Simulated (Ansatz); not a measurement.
One elementary step

Start structure (SiN2H5Br, singlet), relaxed at PBE0-D4/def2-TZVP:

Si1  (0.757, 0.303, -0.875)
Br2  (-0.071, -1.769, -1.658)
H3  (-0.271, -0.939, 1.138)
N4  (0.646, -0.517, 1.009)
N5  (-0.754, 1.149, -0.669)
H6  (0.779, 0.208, 1.707)
H7  (1.348, -1.239, 1.136)
H8  (-0.782, 2.102, -0.997)
H9  (-1.652, 0.702, -0.793)
(Å)

The step: SiN₂H₅Br ([NH2][Si]([NH3])[Br]) → SiN₂H₅ ([NH2][Si][NH3]) + Br; bonds broken: Si1–Br2. Program: Ansatz 0.2.0. Basis: def2-TZVPP and def2-QZVPP. Cores are frozen in the correlated methods. Filled d shells of the heavier atoms are correlated. The def2 sets are not built for correlating such inner shells, so the correlated values are less sure here. Extrapolation: Hartree–Fock as exp(−7.88 √X), correlation as X^−2.97. Energies below are by CCSD(T) at an estimated basis limit (MP2 extrapolated from triple and quadruple zeta, plus CCSD(T) − MP2 in triple zeta).

Task: What are the electronic barrier and the energy of the step, from the start structure to the end structure? (Judge from chemistry; the value comes from the calculation.)

Result: By the calculation: Barrier 96.1 kJ/mol; step energy 85.4 kJ/mol (uphill); reverse barrier, their difference, 10.8 kJ/mol. Barrier and step energy count from the start structure, the reverse barrier from the end structure.

The saddle point: One imaginary mode of 119i cm⁻¹.
```csv
pair,start (Å),saddle (Å),end (Å)
Si1–Br2,2.36,3.60,4.09
```

Zero-point energy (harmonic, PBE0-D4): ZPE is 174.0 kJ/mol at the start and 166.4 kJ/mol at the saddle, so the barrier goes from 96.1 to 88.6 kJ/mol.

First-order rate constant out of the start structure at 898 K by transition-state theory, with harmonic vibrational free energies alone and no tunnelling: ΔA‡ = 108.2 kJ/mol, so k = (kB T/h) exp(−ΔA‡/kB T) ≈ 10^7 s⁻¹ (an order of magnitude at best: rotation, the number of equivalent paths and anharmonicity are left out).

The T1 diagnostic stays at or below 0.013.

Labels in which every atom is bracketed show which atoms are joined, not bond orders.

For scale, one of the runs: CCSD(T)/def2-TZVPP, 222 basis functions, launched by `ansatz run in.yaml --threads 4 --pin off --events-out ev --progress --plain --max-ram 9574MiB`. The run took 2.5 min on 4 CPU threads of an Arm Neoverse V1 (shared host), with 3.5 GiB of host memory at its peak.
